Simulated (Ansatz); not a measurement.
Born–Oppenheimer molecular dynamics of BClF₃H (6 atoms, charge 0, multiplicity 1). It starts at the highest image of a converged band, a first-order saddle point between two minima.

The calculation used Ansatz 0.2.0, RKS PBE0-D4/def2-SVP.

- ensemble: NVE (velocity Verlet)
- time step: 0.5 fs
- steps asked: 200
- starting velocities drawn for: 300 K
- seed: 4600

First frame:

```xyz
6
Properties=species:S:1:pos:R:3
B 0.012 -0.209 0.044
Cl 0.003 0.207 2.016
F 1.147 0.158 -0.517
F -1.147 0.088 -0.512
F 0.058 -1.701 0.424
H 0.047 -1.272 1.496
```

(1) What does the run give?

(2) What happens to the structure?

(3) How do temperature and energy run in time?

Results:

(1) All steps were run.

- steps done: 200
- time covered: 100 fs
- mean temperature over the second half: 1774 K
- spread of the potential energy over the second half: 9.3 meV per atom
- mean potential energy of the second half above the start: -127.0 meV per atom

The conserved energy stayed within 0.092 meV per atom of its start (net change -0.017 meV per atom), so the integration is sound. The kinetic energy rose, since the run started high on the potential surface and went downhill. It ends in pieces (BF3 + ClH), so much of that is their flight and rotation, not heat. A run of 0.1 ps of so small a system gives no equilibrium averages. The orbitals stay closed-shell, which can raise the energy where a bond breaks towards radicals; this wasn't checked here.

(2) Between its relaxed ends the band would form B1–F5, Cl2–H6 and break B1–Cl2, F5–H6. These pairs go: B1–F5 1.54 → 1.30 Å, Cl2–H6 1.57 → 1.32 Å, B1–Cl2 2.02 → 3.85 Å, F5–H6 1.15 → 5.32 Å. In the last frame they stand as after the step (other bonds may differ from the relaxed reactants and products). It ends as BF3 + ClH. Pairs count as bonded within 1.25 times the sum of covalent radii (0.12 Å more for H–H). Another seed would give other details.

(3) 
```json
{"time (fs)": "0", "T (K)": "300", "potential energy less start (eV)": "0.000", "conserved less start (meV/atom)": "0.00"}
{"time (fs)": "3", "T (K)": "229", "potential energy less start (eV)": "0.037", "conserved less start (meV/atom)": "0.03"}
{"time (fs)": "6", "T (K)": "153", "potential energy less start (eV)": "0.076", "conserved less start (meV/atom)": "0.05"}
{"time (fs)": "9", "T (K)": "200", "potential energy less start (eV)": "0.052", "conserved less start (meV/atom)": "0.04"}
{"time (fs)": "12", "T (K)": "330", "potential energy less start (eV)": "-0.015", "conserved less start (meV/atom)": "0.03"}
{"time (fs)": "15", "T (K)": "491", "potential energy less start (eV)": "-0.099", "conserved less start (meV/atom)": "0.04"}
{"time (fs)": "18", "T (K)": "816", "potential energy less start (eV)": "-0.267", "conserved less start (meV/atom)": "0.04"}
{"time (fs)": "21", "T (K)": "1256", "potential energy less start (eV)": "-0.494", "conserved less start (meV/atom)": "-0.03"}
{"time (fs)": "24", "T (K)": "1488", "potential energy less start (eV)": "-0.615", "conserved less start (meV/atom)": "-0.06"}
{"time (fs)": "27", "T (K)": "1397", "potential energy less start (eV)": "-0.567", "conserved less start (meV/atom)": "0.02"}
{"time (fs)": "30", "T (K)": "1377", "potential energy less start (eV)": "-0.557", "conserved less start (meV/atom)": "0.03"}
{"time (fs)": "33", "T (K)": "1533", "potential energy less start (eV)": "-0.638", "conserved less start (meV/atom)": "-0.03"}
{"time (fs)": "36", "T (K)": "1580", "potential energy less start (eV)": "-0.662", "conserved less start (meV/atom)": "-0.03"}
{"time (fs)": "39", "T (K)": "1530", "potential energy less start (eV)": "-0.635", "conserved less start (meV/atom)": "0.07"}
{"time (fs)": "42", "T (K)": "1734", "potential energy less start (eV)": "-0.742", "conserved less start (meV/atom)": "-0.03"}
{"time (fs)": "45", "T (K)": "1806", "potential energy less start (eV)": "-0.779", "conserved less start (meV/atom)": "-0.02"}
{"time (fs)": "48", "T (K)": "1673", "potential energy less start (eV)": "-0.710", "conserved less start (meV/atom)": "0.01"}
{"time (fs)": "51", "T (K)": "1561", "potential energy less start (eV)": "-0.651", "conserved less start (meV/atom)": "0.07"}
{"time (fs)": "54", "T (K)": "1678", "potential energy less start (eV)": "-0.712", "conserved less start (meV/atom)": "0.01"}
{"time (fs)": "57", "T (K)": "1799", "potential energy less start (eV)": "-0.775", "conserved less start (meV/atom)": "-0.01"}
{"time (fs)": "60", "T (K)": "1769", "potential energy less start (eV)": "-0.759", "conserved less start (meV/atom)": "-0.01"}
{"time (fs)": "63", "T (K)": "1674", "potential energy less start (eV)": "-0.710", "conserved less start (meV/atom)": "0.05"}
{"time (fs)": "66", "T (K)": "1814", "potential energy less start (eV)": "-0.783", "conserved less start (meV/atom)": "-0.02"}
{"time (fs)": "69", "T (K)": "1828", "potential energy less start (eV)": "-0.790", "conserved less start (meV/atom)": "-0.05"}
{"time (fs)": "72", "T (K)": "1654", "potential energy less start (eV)": "-0.699", "conserved less start (meV/atom)": "0.09"}
{"time (fs)": "75", "T (K)": "1848", "potential energy less start (eV)": "-0.800", "conserved less start (meV/atom)": "-0.02"}
{"time (fs)": "78", "T (K)": "2004", "potential energy less start (eV)": "-0.881", "conserved less start (meV/atom)": "-0.04"}
{"time (fs)": "81", "T (K)": "1874", "potential energy less start (eV)": "-0.814", "conserved less start (meV/atom)": "-0.02"}
{"time (fs)": "84", "T (K)": "1650", "potential energy less start (eV)": "-0.698", "conserved less start (meV/atom)": "0.07"}
{"time (fs)": "87", "T (K)": "1692", "potential energy less start (eV)": "-0.720", "conserved less start (meV/atom)": "0.01"}
{"time (fs)": "90", "T (K)": "1774", "potential energy less start (eV)": "-0.762", "conserved less start (meV/atom)": "0.00"}
{"time (fs)": "93", "T (K)": "1787", "potential energy less start (eV)": "-0.769", "conserved less start (meV/atom)": "0.01"}
{"time (fs)": "96", "T (K)": "1803", "potential energy less start (eV)": "-0.777", "conserved less start (meV/atom)": "0.04"}
{"time (fs)": "99", "T (K)": "1948", "potential energy less start (eV)": "-0.852", "conserved less start (meV/atom)": "-0.01"}
```

The run took 9 min on 1 thread of Intel(R) Xeon(R) Platinum 8259CL CPU @ 2.50GHz (Skylake/Cascade Lake) (shared host), peak memory 0.2 GiB.
